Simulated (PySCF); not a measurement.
Structure problem from calculated spectra and properties.

Formula: C7H4FNO.

| Quantity | Value |
| --- | --- |
| Polarisability | 85.8 au [CAM-B3LYP/def2-SVPD] |
| UV, first state | lowest singlet excitation: 5.12 eV (242 nm, f = 0.041) [TDDFT CAM-B3LYP/def2-SVPD] |
| 13C NMR | chemical shifts (computed TMS as zero) by class: 172.8 (1 C), 165.6 (1 C), 146.0 (1 C), 134.9 (1 C), 118.7 (1 C), 114.6 (1 C), 110.8 (1 C) ppm [GIAO PBE0/pcSseg-1] |
| Rotational structure | rotational constants A, B, C: 2.273, 1.471, 0.893 GHz [GFN2-xTB] |
| Dipole | 2.69 D [CAM-B3LYP/def2-SVPD] |
| Triplet | lowest triplet excitation (Tamm–Dancoff): 3.68 eV [TDA CAM-B3LYP/def2-SVPD] |
| UV, strongest line | among the 8 lowest singlet transitions: S4 at 6.64 eV (187 nm, f = 0.558) [TDDFT CAM-B3LYP/def2-SVPD] |
| 1H NMR | chemical shifts (computed TMS as zero) by class: 8.82 (1 H), 7.82 (1 H), 7.72 (1 H), 7.33 (1 H) ppm [GIAO PBE0/pcSseg-1] |
| NMR, other nuclei | isotropic shieldings of nuclei other than C and H, by class: -156 (1 N), -25 (1 O), 288 (1 F) ppm [GIAO PBE0/pcSseg-1] |

Gas-phase values; electronic properties from PySCF, density fitting. Levels stand in brackets. Geometry: GFN2-xTB; no solvent, vibrations or thermal averaging. NMR classes are plain means over equivalent atoms (diastereotopic ones count apart unless rotation or inversion swaps them), as if these changed places fast.

Question: Give a SMILES that accounts for the data.

Answer: Numbering: `[F:1][c:2]1[cH:3][cH:4][cH:5][c:6]2[o:7][n:8][cH:9][c:10]12`. Its formula, C7H4FNO, gives 6 degrees of unsaturation: 2 rings and 4 π bonds in the structure found (Kekulé form). 7 carbons fall into 7 classes; from least to most shielded: ring-fusion aromatic carbon [C6] (172.8 ppm), aromatic C–F carbon [C2] (165.6 ppm), aromatic CH next to a ring nitrogen [C9] (146.0 ppm), aromatic CH carbon [C4] (134.9 ppm), ring-fusion aromatic carbon [C10] (118.7 ppm), aromatic CH carbon [C3] (114.6 ppm), aromatic CH carbon [C5] (110.8 ppm). Hydrogen classes from least to most shielded: 1 H on an aromatic CH next to a ring nitrogen, C9 (8.82 ppm), 1 H on an aromatic CH carbon, C4 (7.82 ppm), 1 H on an aromatic CH carbon, C5 (7.72 ppm), 1 H on an aromatic CH carbon, C3 (7.33 ppm). The other shieldings belong to: -156 ppm, pyridine-type nitrogen [N8]; -25 ppm, ring oxygen [O7]; 288 ppm, aryl fluorine [F1]. The optimised geometry has point group Cs and is an asymmetric top. Structure: `FC1=C2C=NOC2=CC=C1`. Computed isomers that give other values at the same levels: `O=C=Nc1ccc(F)cc1` (rotational constant A: 5.338 GHz; this holds for the one conformer computed); `O=C=Nc1cccc(F)c1` (rotational constant A: 3.605 GHz; this holds for the one conformer computed); `O=C=Nc1ccccc1F` (rotational constant A: 3.137 GHz; this holds for the one conformer computed). The assignments are read from this structure; whether some other isomer fits the data as well wasn't checked.
